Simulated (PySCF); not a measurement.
# Bond lengths and vibrations by method: AlBFH2O cation

All numbers below are calculated, not measured. They come from PySCF 2.14.0, an open-source quantum chemistry program, on an isolated molecule that a program drew, which may never have been made. The molecule is AlBFH2O cation (charge +1, singlet), drawn as the SMILES string `F[B+][O][AlH2]`.

The geometry was optimised and harmonic frequencies were computed with HF and MP2, all in the cc-pV(D+d)Z basis, for the commonest isotopes, with a restricted reference for singlets and an unrestricted one otherwise, and a frozen core in MP2. Each result is a local minimum of its method.

Geometry at the HF minimum:
```xyz
6
AlBFH2O cation, angstrom
F    -3.2409    3.2793   -2.6773
B    -2.9523    2.9173   -1.5214
O    -2.6700    2.5632   -0.3902
Al   -2.2330    2.0169    1.3479
H    -0.7417    1.6104    1.3770
H    -3.4939    2.1354    2.2345
```

Lengths of the bonds as drawn, in Å (atoms numbered as above):
| bond | HF | MP2 |
|---|---|---|
| F1-B2 | 1.245 | 1.269 |
| B2-O3 | 1.218 | 1.240 |
| O3-Al4 | 1.874 | 1.903 |
| Al4-H5 | 1.546 | 1.548 |
| Al4-H6 | 1.546 | 1.548 |

Rotational constants, in GHz:
| constant | HF | MP2 |
|---|---|---|
| A | 116.8 | 115.3 |
| B | 2.129 | 2.061 |
| C | 2.091 | 2.025 |

Harmonic frequencies in cm^-1, each column in rising order, so a row needn't be the same motion in every method:
| rank | HF | MP2 |
|---|---|---|
| 1 | 88 | 77 |
| 2 | 106 | 91 |
| 3 | 403 | 380 |
| 4 | 499 | 466 |
| 5 | 524 | 482 |
| 6 | 571 | ? |
| 7 | 634 | 609 |
| 8 | 759 | 733 |
| 9 | 1144 | 1081 |
| 10 | 2120 | 2077 |
| 11 | 2166 | 2091 |
| 12 | 2186 | 2139 |

**Estimate the missing MP2 frequency from the HF column.**

A single factor s that minimises the squared misfit of MP2 against s times HF over the other rows is sum(HF x MP2) / sum(HF^2) = 0.9697, with an rms misfit of 17 cm^-1. For rank 6 it gives 0.9697 x 571 = 554 cm^-1. The calculation gives 530 cm^-1, 24 cm^-1 below the estimate. The drawn bonds are on average 1.1 % longer in MP2 than in HF.
